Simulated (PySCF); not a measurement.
# Dipole moment and polarisability of `Cc1pcc(F)s1`

C4H4FPS.
Cartesian coordinates in Å at the GFN2-xTB level; atoms count from 1:
```
atom  x, y, z in Å
C1    -2.0692   -0.0759    0.1494
C2    -0.5823   -0.0938    0.0308
P3     0.3518   -1.5062   -0.2303
C4     1.8862   -0.6295   -0.2356
C5     1.8107    0.7036   -0.0488
F6     2.8688    1.5211   -0.0209
S7     0.2545    1.4196    0.1690
H8    -2.4565   -1.0879    0.0522
H9    -2.3782    0.3265    1.1146
H10   -2.5145    0.5460   -0.6279
H11    2.8342   -1.1209   -0.3784
```

Level: PBE0/def2-SVPD (PySCF), static field, nuclei fixed, core orbitals frozen in the response. The polarisability tensor in these axes (au):

```
x   102.97  -1.01  -3.63
y    -1.01 102.04   5.95
z    -3.63   5.95  59.34
```

Q: Give the principal values, the mean and the anisotropy Δα = √{½[(α1 − α2)² + (α2 − α3)² + (α1 − α3)²]}.

A: Principal values 58.26, 101.55 and 104.55 au; mean 88.12 au = 13.06 Å³ = 14.53 × 10⁻⁴⁰ C²·m²/J; Δα = 44.86 au (51 % of the mean).

Q: What is the dipole moment, and where does it point?

A: (-1.28, 0.13, 0.12) D, 1.29 D in size, pointing from the negative to the positive side. Measured along this direction, the outermost atoms are H11 at the negative end and H10 and H9 at the positive end.

Q: Molar refractivity from α?

A: Lorentz–Lorenz: R = (4π/3)N_A α = 2.5225 cm³/(mol·Å³) × 13.06 Å³ = 32.9 cm³/mol, in the limit of long wavelengths.

Q: Sum over states: ᾱ = Σ f/ω², ω in Eh. What share falls to these 8 lowest TDDFT singlets (eV, f)? 4.69, 0.0978; 5.03, 0.0001; 5.18, 0.0476; 5.35, 0.0052; 5.85, 0.0003; 6.14, 0.1665; 6.23, 0.0001; 6.66, 0.0002.

A: They add up to 8.03 au, 9.1 % of the 88.12 au; the largest single term is 3.30 au, from the state at 4.69 eV. Terms in order: 3.30, 0.00, 1.31, 0.14, 0.01, 3.27, 0.00, 0.00 au. Higher excitations give the rest. The strengths listed sum to 0.318.

Q: Find the Langevin capture rate constant for O2+ (31.990 u) meeting this molecule (133.976 u), k = 2.342 × 10⁻⁹ cm³/s × √(α in Å³ / reduced mass in u).

A: The reduced mass is 25.82 u, so k = 1.67 × 10⁻⁹ cm³/s. The formula leaves out the permanent dipole, which adds to the capture rate.

Q: What would n − 1 = 2πNα be for an ideal gas of these molecules at 500 K and 1 atm, electronic part alone?

A: N = p/kT = 1.4678 × 10¹⁹ cm⁻³, so n − 1 = 2π × N × 13.06 × 10⁻²⁴ cm³ = 1204 × 10⁻⁶ at long wavelengths, for an ideal gas.

Isolated species at its GFN2-xTB geometry, gas phase.
